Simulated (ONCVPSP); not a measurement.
S: one change to an ONCV potential, before and after

sulfur, optimised norm-conserving Vanderbilt (ONCV), made with ONCVPSP 4.0.1 (PBE, scalar-relativistic). Core [Ne], reference 3s2 3p2.5 (charge +1.5). Waves: 3s: rc 1.35 bohr, ncon 4, nbas 8, qcut 6 1/bohr, local; 3p: rc 1.65 bohr, ncon 3, nbas 8, qcut 5.5 1/bohr, 2 projectors, debl 0.6 Ha. Local part: the s channel. Core correction: Teter function, fcfact 3.25, rcfact 1.35.

In the p channel the program set the typed energies aside and used -0.817, 0.250 Ha.

Change: p: debl 4.3.

Cutoffs: the cutoffs (Ha) at which the residual kinetic energy of the hardest occupied pseudo-wave falls to 1 and 0.1 mHa per electron; they do not see the model core or the augmentation charge, which bear on the density cutoff. Errors are all-electron minus pseudo energies relative to the spin-unpolarised reference configuration.

**Question.** Predict the effect on cutoff, ghosts and configuration errors.

**Answer.** The potential gets neither clearly harder nor softer (14 Ha and 17 Ha → 14 Ha and 17 Ha); the errors of the 4 common tests hardly move; the range in which the p phases agree widens (upper end 3.6 → at the end of the scan); neither file shows a bound ghost.

```tsv
quantity	base	changed
cutoff, loose	14 Ha	14 Ha
cutoff, tight	17 Ha	17 Ha
bound ghosts	none	none
GHOST(+) flags under 300 eV	none	none
error for 3s2 3p4, meV [ΔE -21.51 eV]	+4.5	+5.1
error for 3s2 3p3, meV [ΔE -9.74 eV]	+1.1	+1.2
error for 3s2 3p2, meV [ΔE 12.54 eV]	+0.7	+0.7
error for 3s2 3p1, meV [ΔE 46.58 eV]	+14	+15
s: phases at 1.37 bohr within 0.05 rad from the reference energy up to (Ha; the scan ends near 5)	4.2	4.2
p: phases at 1.67 bohr within 0.05 rad from the reference energy up to (Ha; the scan ends near 5)	3.6	to the end of the scan
rms error of d²Exc/dni dnj with the model core, mHa	0.06	0.06
```
